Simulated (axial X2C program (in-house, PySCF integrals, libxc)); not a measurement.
**Worked dissociation energy of ZrBr: CCSD(T), without spin–orbit coupling**

Computed with an in-house all-electron X2C program for linear molecules (integrals from PySCF). Spin-free means the one-electron spin-free X2C Hamiltonian. Basis: Zr dyall-cv3z [11s12p9d6f3g], Br dyall-cv3z [8s9p6d4f1g] (cores contracted in-house); Gaussian nuclei, density fitting, unrestricted open shells. Masses: Zr 89.905 u, Br 78.918 u.

Molecular state: M_S = 3/2, Λ = 0 (beyond evenly filled blocks: σα, δ+α, δ-α).

Correlated methods: 11 electrons correlated (number of frozen shells: Zr 4 s, 3 p, 1 d; Br 3 s, 2 p, 1 d), 323 virtual spin orbitals or spinors in MP2, 90 natural virtuals in coupled cluster.

| Quantity | Value |
| --- | --- |
| E(Zr) (2M_S = 2, M_L = 2) | -3596.286849 hartree |
| E(Br) (2M_S = 1, M_L = 0) | -2604.664525 hartree |
| E(ZrBr) at Re | -6201.092139 hartree |
| ωe | 266.7 cm⁻¹ |
| ωexe | 0.577 cm⁻¹ |

Question: Work out De and D0.

Answer: De = -3596.286849 + (-2604.664525) − (-6201.092139) = 0.14076 hartree = 3.830 eV. The zero-point energy is ωe/2 − ωexe/4 = 133 cm⁻¹ = 0.017 eV, so D0 = 3.814 eV.

Occupations by symmetry block were frozen at the best pattern of an incomplete PBE0 search. Dissociation energies refer to the lowest single-determinant-based atoms at the same level and basis. Coupled cluster ran in a truncated set of natural virtual spinors; the MP2 energy of the rest was added. (T) has no such correction and the atoms are truncated less, which lowers De at CCSD(T) by a hundredth of an eV or more. PBE0 can misorder states that lie within some tenths of an eV, so this need not be the ground state of the molecule. The nearest other spin-free determinant of the search, M_S = 3/2, Λ = 3, lies 0.14 eV up at the distance of the search. The outer-core s and p shells of the metal are frozen in the correlated rows, which leaves out core–valence correlation; for alkali and alkaline-earth bonds that tends to lengthen them. With the outer-core shells frozen, correlated bond lengths of heavy atoms tend to come out a few hundredths of an ångström too long. Spin-free De lacks the spin–orbit lowering of the heavy p-block atom, a tenth of an eV or more for 4p and 5p, up to an eV for 6p and one to two eV for 7p atoms, less what an open-shell molecule gains itself.

Each atomic determinant is the lowest at this level and need not be a pure term. Totals compare only within one Hamiltonian and basis.
